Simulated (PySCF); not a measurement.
Species: C₄H₇O₃ (doublet state).
Z-matrix (Å and degrees, GFN2-xTB geometry), rows numbered from 1:
```
C 
O   1  1.4094
C   2  1.3667  1  115.93
C   3  1.5106  2  117.52  1   162.77
O   4  1.4210  3  103.30  2  -122.74
C   5  1.3924  4  105.75  3   -26.05
O   3  1.3924  2  117.51  1    32.58
H   1  1.0931  2  110.90  3   -58.44
H   1  1.0946  2  110.85  3    62.56
H   1  1.0883  2  106.01  3  -178.20
H   4  1.0918  3  112.80  2    -4.79
H   4  1.1004  3  111.47  2   119.00
H   6  1.1077  5  111.26  4   -87.84
H   6  1.0940  5  109.42  4   150.73
```

The hyperfine couplings belong to this conformer and change with its torsions.

As a line formula: `CO[C]1COCO1` [radical].

Computed with PySCF, UKS B3LYP, pcH-1 on C H O, non-relativistic, mean-field spin-orbit, GIAO. Isolated species at its GFN2-xTB geometry (one conformer only). Couplings are sensitive to structure, and on GFN2-xTB geometries they can be far from those on DFT ones. No stability test was run, so a lower SCF solution isn't excluded.

Q: What is the g tensor, term by term?

A: 
```csv
Δg (ppm),1,2,3
relativistic mass correction,-230,-230,-230
gauge correction,15,40,15
orbital Zeeman/spin–orbit,-74,1405,2051
total,-289,1215,1836
```

So g = 2.00203, 2.00353, 2.00415 and g_iso = 2.00324; the tensor is rhombic: the two nearest values differ by 29 % of g3 − g1. Axes: g3 points within 6° of the C1–O2 bond.

Q: What effective moment and Curie constant follow for a powder?

A: With the mean of g² = 4.0130 and S(S+1) = 0.75: μ_eff = √(⟨g²⟩S(S+1)) = 1.735 μB and χT = 0.12505·⟨g²⟩·S(S+1) = 0.376 cm³ K/mol (cgs; spin-Hamiltonian part alone).

Q: At 93.539 GHz, how far is the centre of the isotropic spectrum from where a free electron (g = 2.002319) resonates?

A: B = hν/(g μB) with μB/h = 13.99624 MHz/mT gives 3337.70 mT for the free electron and 3336.17 mT at g_iso, 1.53 mT lower.

Q: In a frozen sample, at which fields do the three g values resonate at 9.5, 34, 94 and 263 GHz (hyperfine left aside), and which band first spreads them over more than twice a line width of 0.3 mT?

A: 
```csv
band,GHz,B(g3) mT,B(g2) mT,B(g1) mT,spread mT
X,9.5,338.67,338.78,339.03,0.36
Q,34.0,1212.09,1212.47,1213.38,1.29
W,94.0,3351.08,3352.12,3354.64,3.56
J,263.0,9375.90,9378.81,9385.85,9.95
```

The spread grows in proportion to the frequency. Q band is the first where it exceeds 0.6 mT.

The Mulliken spin populations are largest on C3 (+0.78), O2 (+0.11) and O7 (+0.07). No atom but C3 exceeds +0.15. The angles at C3 add up to 342.1°, so it is pyramidal.

The HOMO–LUMO gaps are 5.98 eV among the α and 6.55 eV among the β orbitals.
